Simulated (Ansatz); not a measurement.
Relaxation of CH4BBr (7 atoms, charge 0, multiplicity 1), to a largest force component of 0.03 eV/Å in at most 50 steps.

Level of theory: RKS B3LYP-D4/def2-mTZVP in Ansatz.

```xyz
7
Properties=species:S:1:pos:R:3
B -0.386 -0.353 0.854
Br 2.664 0.178 -0.404
C -1.010 -0.047 -0.340
H 1.253 0.653 -0.331
H 0.108 -0.568 1.885
H -1.906 0.572 -0.350
H -0.723 -0.435 -1.314
```

Question: Where does it end, and by what steps?

Answer: It converged. The force dipped under the threshold on the way, but the program's further checks kept it going. After 16 steps the energy has fallen by 0.096 eV; H6 moved furthest, 0.88 Å.

```
step  energy less start (eV)  largest force component (eV/Å)  accepted
   0                  0.0000                           0.508       yes
   1                  0.0131                           0.609        no
   2                 -0.0170                           0.274       yes
   3                 -0.0312                           0.236       yes
   4                 -0.0500                           0.112       yes
   5                 -0.0566                           0.207       yes
   6                 -0.0465                           0.717        no
   7                 -0.0664                           0.169       yes
   8                 -0.0749                           0.133       yes
   9                 -0.0839                           0.250       yes
  10                 -0.0687                           0.673        no
  11                 -0.0919                           0.084       yes
  12                 -0.0950                           0.020       yes
  13                 -0.0941                           0.157        no
  14                 -0.0953                           0.039       yes
  15                 -0.0955                           0.031       yes
  16                 -0.0956                           0.012       yes
```

```xyz
7
Properties=species:S:1:pos:R:3
B -0.646 -0.502 1.043
Br 2.606 0.812 -0.876
C -0.837 -0.067 -0.250
H 1.261 0.403 -0.456
H -0.446 -0.863 2.136
H -1.126 0.952 -0.491
H -0.811 -0.735 -1.106
```

Time of the run: 32 s on 2 threads of Arm Neoverse V1, with other jobs on the host, peak memory 0.16 GiB.
